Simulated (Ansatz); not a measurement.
Program: Ansatz. Geometries: PBE0-D4/def2-TZVP. ΔE: electronic, gas phase. CCSD(T)/CBS is the MP2 limit (def2-TZVPP, def2-QZVPP) plus CCSD(T) − MP2 in def2-TZVPP, frozen cores. DFT in def2-TZVPP. B3LYP here is the variant with VWN-RPA as its local correlation; programs differ in this. For Ga, Ge outer-core shells are correlated without core-valence functions, which leaves a few kJ/mol of doubt a bond. Scalar relativity is left out up to krypton. One conformer a species, not always the lowest.

Reaction (redistribution): `[OH][GaH][GaH2]` + `N#[C][GeH3]` → `N#[C][GaH][OH]` + `[GaH2][GeH3]`

`[OH][GaH][GaH2]`:

```xyz
7

O    -1.982    0.302    0.164
Ga   -0.511   -0.618   -0.317
Ga    1.568    0.557    0.281
H    -2.806   -0.135   -0.060
H    -0.802   -1.999   -1.026
H     2.272    0.330    1.671
H     2.261    1.563   -0.713
```

`N#[C][GeH3]`:

Cartesian coordinates in Å:
```
N -2.021 -0.931 1.058
C -1.077 -0.496 0.564
Ge 0.502 0.231 -0.262
H 0.046 0.957 -1.527
H 1.419 -0.949 -0.581
H 1.132 1.187 0.749
```

`N#[C][GaH][OH]`:

```xyz
6

N     1.555    0.137    2.318
C     0.942   -0.021    1.356
Ga   -0.060   -0.376   -0.261
O    -0.912    1.069   -0.826
H    -0.100   -1.756   -0.960
H    -1.424    0.945   -1.627
```

`[GaH2][GeH3]`:

Z-matrix (Å, degrees):
```
Ge
Ga 1 2.444
H 1 1.540 2 112.6
H 1 1.543 2 109.4 3 -118.6
H 1 1.540 2 113.0 3 122.3
H 2 1.572 1 120.3 3 33.0
H 2 1.572 1 120.7 3 -148.2
```

```
             level  ΔE (kJ/mol)
            PBE-D4        -15.0
            B97M-V        -16.5
        r2SCAN0-D4        -20.8
           ωB97M-V        -18.0
            r2SCAN        -19.4
             B3LYP        -14.9
RPA@PBE/def2-TZVPP        -18.5
    MP2/def2-QZVPP        -19.9
```

What does CCSD(T)/CBS give? (An estimate is asked.)

Ansatz gave: -17.6 kJ/mol. The listed levels differ from it by 2.6, 1.1, -3.2, -0.4, -1.8, 2.7, -0.9, -2.3 kJ/mol.

Largest T1 diagnostic among the species: 0.015.

Leaving LDA and LC-ωPBE aside and taking each functional with its dispersion term where it has one, the values, not all of them listed here, spread over 7.3 kJ/mol, from r2SCAN0-D4 to BLYP-D4. At CCSD(T), def2-SVP lies −4.7 kJ/mol from the extrapolated value and def2-TZVPP −2.7 kJ/mol. From BLYP to BHLYP (50 % exact exchange), in def2-TZVPP and without D4, ΔE moves by −4.2 kJ/mol.
